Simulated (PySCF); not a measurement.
# Trend along the fourth-period p block: MH molecules

PBE0 with triple-zeta basis sets in PySCF, for the lowest determinant that a PBE0 search found; no spin–orbit coupling. De refers to high-spin ground-configuration atoms. A positive dipole means M(−)H(+).

| M | basis | state (unpaired electrons) | Re (Å) | ωe (cm⁻¹) | De (eV) | μ (D) |
| --- | --- | --- | --- | --- | --- | --- |
| Ga | x2c-TZVPPall | singlet (closed shell) | 1.678 | 1582 | 2.85 | -0.50 |
| Ge | def2-TZVPP | doublet (π ↑) | 1.602 | 1899 | 2.88 | -0.12 |
| As | def2-TZVPP | triplet (π ↑↑) | 1.531 | 2172 | 2.90 | 0.22 |
| Se | x2c-TZVPPall | doublet (π ↑) | 1.468 | 2429 | 3.33 | 0.53 |
| Br | def2-TZVPP | singlet (closed shell) | 1.420 | 2669 | 3.97 | 0.93 |

The shortest bond is that of HBr (1.420 Å), the longest that of GaH (1.678 Å).

The rows differ in basis set, which adds steps of its own.

The state changes along the series, so neighbouring rows are not always alike in their bonding.

States were picked by a PBE0 search and need not be the measured ground states.
